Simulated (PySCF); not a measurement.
CH₁₀O₂Si₃, SMILES [SiH3][Si@@H](O)[Si@@H](C)O.

Geometry: ωB97X-D3(BJ)/def2-SVP. The structure was generated by enumeration; whether it is a known compound was not checked. The values are those of a single conformer.

All values below come from ωB97X-D3(BJ)/def2-SVP run with PySCF.

Frequencies are harmonic and unscaled.

### Question
Estimate the vibrational spectrum. (The exact figures need the calculation; the answer reports its results.)

### Answer

```tsv
mode	ν (cm⁻¹)	IR (km/mol)	moving atoms (share of kinetic energy)
1	29	1.2	O 37 %, H 24 %, C 23 %, Si 16 %
2	64	3.8	O 45 %, Si 30 %, H 20 %
3	82	2.1	C 34 %, Si 29 %, H 25 %, O 11 %
4	103	0.2	H 91 %
5	152	3.1	H 39 %, O 37 %, Si 23 %
6	162	2.2	H 79 %, O 13 %
7	192	8.8	H 62 %, O 17 %, Si 14 %
8	201	44.4	H 74 %, Si 18 %
9	234	138.6	H 55 %, O 34 %, Si 9 %
10	249	59.9	O 40 %, H 29 %, Si 29 %
11	262	9.4	Si 41 %, H 30 %, O 18 %, C 10 %
12	401	0.8	Si 73 %, H 21 %
13	470	8.5	Si 58 %, H 38 %
14	492	11.4	H 79 %, Si 20 %
15	533	34.4	H 60 %, Si 37 %
16	654	4.6	H 78 %, C 17 %
17	695	12.5	H 53 %, C 25 %, Si 18 %
18	719	130.3	H 80 %, Si 14 %
19	744	86.9	H 77 %, C 11 %
20	784	195.6	H 85 %
21	798	150.0	H 62 %, O 19 %, C 10 %, Si 9 %
22	827	138.1	O 50 %, H 33 %, Si 16 %
23	880	142.8	H 55 %, Si 22 %, O 16 %
24	884	164.5	H 77 %, Si 15 %, O 8 %
25	889	92.6	H 76 %, O 15 %
26	917	127.4	H 54 %, Si 26 %, O 13 %
27	927	26.8	H 68 %, Si 21 %, O 10 %
28	952	42.8	H 97 %
29	957	41.0	H 95 %
30	1283	33.5	H 77 %, C 22 %
31	1435	4.9	H 96 %
32	1441	5.0	H 96 %
33	2200	116.5	H 97 %
34	2209	113.4	H 97 %
35	2244	92.3	H 97 %
36	2251	172.0	H 97 %
37	2258	93.3	H 96 %
38	3060	1.9	H 97 %
39	3159	4.0	H 91 %, C 9 %
40	3171	3.2	H 91 %, C 9 %
41	3922	115.0	H 94 %
42	3928	56.8	H 94 %
```
